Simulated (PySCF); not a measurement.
# Correlation energy of Zr(2+) (zirconium, charge +2)

[Kr] 4d1 5p1, one real determinant (an excited configuration). All numbers are calculated (PySCF 2.14, scalar relativity by spin-free X2C-1e, in x2c-TZVPPall (8s6p6d2f1g, 79 functions)). Frozen: [Kr]; 2 electrons correlated.

With two correlated electrons CCSD is exact within the correlated space (frozen core and kept virtual orbitals).

```json
{"level": "CCSD", "correlation energy (mhartree)": "-4.53"}
```

Diagnostics: T1 = 0.0045, D1 = 0.0070, largest double amplitude 0.065.

The real determinant used has ⟨L²⟩ near 8 against 12 for a pure F term, so it mixes terms.

Cost of the coupled-cluster step: about 8 core-seconds, for 2 correlated electrons.

The reference is one real determinant that mixes LS terms of this configuration.
